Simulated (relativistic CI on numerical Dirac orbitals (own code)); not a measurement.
# V²⁺ in a cubic cluster: 1s photoemission with charge transfer

Computed with a charge-transfer multiplet model of a cubic metal-ligand cluster with up to 2 ligand holes, Slater and spin-orbit integrals from Dirac-Coulomb-Breit ions, Slater integrals scaled by 0.7. The parameters are those of a tetrahedral site (10Dq negative, t2 hopping the larger). The ground state mixes d3 with configurations of k ligand holes L, whose averages lie at kΔ + k(k − 1)U_dd/2; a core hole lowers each added d electron by U_cd. 300 K, Lorentzian 1.1 eV and Gaussian 0.6 eV FWHM.

Atomic integrals in eV (Slater integrals scaled, ζ unscaled), ground: F2dd 6.242, F4dd 3.880, zeta_d 0.019; with the core hole: F2dd 7.561, F4dd 4.734, zeta_d 0.034, G2cd 0.033.

Cluster parameters (eV): Δ = 7.9, U_dd = 5.9, 10Dq = -0.35, 10Dq(ligand) = 0, V(eg) = 1.07, V(t2g) = -1.83, final-state hopping factor = 0.9.

| Case | n_d | d3 | d4L | d5L2 | S |
| --- | --- | --- | --- | --- | --- |
| U_cd = 4.7 eV | 3.21 | 0.80 | 0.19 | 0.01 | 1.50 |
| U_cd = 6.5 eV | 3.21 | 0.80 | 0.19 | 0.01 | 1.50 |
| U_cd = 7.1 eV | 3.21 | 0.80 | 0.19 | 0.01 | 1.50 |

Weights, n_d and S are thermal averages at 300 K. Binding energies count from the first peak over 30 % of the highest in each spectrum, which can be another peak from case to case. The parameters are a model scan and need not match a compound or its usual spin state. Peaks in eV (height, largest 100):
- U_cd = 4.7 eV: 0.0 (100)
- U_cd = 6.5 eV: 0.0 (100), 4.3 (8), 7.2 (13)
- U_cd = 7.1 eV: 0.0 (100), 4.1 (9), 7.1 (18)

Curve for U_cd = 7.1 eV (points under 2 left out, the grid thinned):

(E (eV), Intensity): (-3.3, 3.3), (-3.0, 4.0), (-2.7, 4.9), (-2.4, 6.1), (-2.1, 7.9), (-1.9, 9.6), (-1.6, 13.2), (-1.3, 19.3), (-1.0, 30.1), (-0.7, 49.1), (-0.4, 76.5), (-0.1, 98.2), (0.2, 93.4), (0.5, 67.5), (0.7, 49.8), (1.0, 31.1), (1.3, 20.5), (1.6, 14.4), (1.9, 10.7), (2.2, 8.4), (2.5, 7.0), (2.8, 6.4), (3.1, 6.3), (3.3, 6.7), (3.6, 7.7), (3.9, 8.9), (4.2, 9.0), (4.5, 7.9), (4.8, 6.7), (5.1, 6.0), (5.4, 5.7), (5.6, 5.8), (5.9, 6.5), (6.2, 8.2), (6.5, 11.2), (6.8, 15.3), (7.1, 17.8), (7.4, 16.1), (7.7, 11.9), (8.0, 8.3), (8.2, 6.8), (8.5, 5.1), (8.8, 3.7), (9.1, 2.8), (9.4, 2.1)

For the case U_cd = 6.5 eV, Δ = 7.9 eV is larger than U_dd = 5.9 eV, the Mott-Hubbard side of the Zaanen-Sawatzky-Allen scheme. With the core hole the configuration with one ligand hole lies at Δ − U_cd = 3.2, 1.4, 0.8 eV from the one without, in the order of the table; where this is negative the screened configuration lies lower, though the effective hopping of about 3.8 eV (from the holes of the mixed ground state) mixes the two strongly wherever it is as large as the gap.
